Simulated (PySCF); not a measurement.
## Correlation energy of Lu²⁺ (lutetium, charge +2)

[Xe] 4f14 5d1, 2D determinant (an excited configuration). All numbers are calculated (PySCF 2.14, the spin-free X2C one-electron Hamiltonian (Gaussian nucleus), in cc-pVDZ-X2C). Frozen: [Kr] 4d10; 23 electrons correlated.

```
  level  correlation energy (mhartree)
   CCSD                        -845.40
    (T)                         -19.33
CCSD(T)                        -864.73
```

Diagnostics: T1 = 0.0094, D1 = 0.0170, largest double amplitude 0.018.

Task: Is a single reference adequate?

Result: Yes, within this model without spin-orbit coupling: T1 lies below 0.03 and no double amplitude reaches 0.07.
